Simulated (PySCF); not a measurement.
Cs₂F₂: calculation against measurement

Isolated Cs₂F₂, optimised in PySCF with density fitting and no spin–orbit coupling; def2 sets carry scalar-relativistic core potentials from Rb on. It is a singlet of D2h symmetry: PBE0/def2-TZVP Cs–F 2.616 Å (×4), Cs–F–Cs 102.3° (×2), F–Cs–F 77.7° (×2).

Q: The tabulated gas-phase entropy at 298.15 K and 1 bar is 352.31 J/(mol K) (Chase, 1998, NIST Chemistry WebBook). What do rigid-rotor harmonic-oscillator sums give?

A: PBE0/def2-TZVP 357.4 J/(mol K). Tables of this kind often rest on estimated structures and frequencies for high-temperature species, so a gap need not be the fault of the calculation.
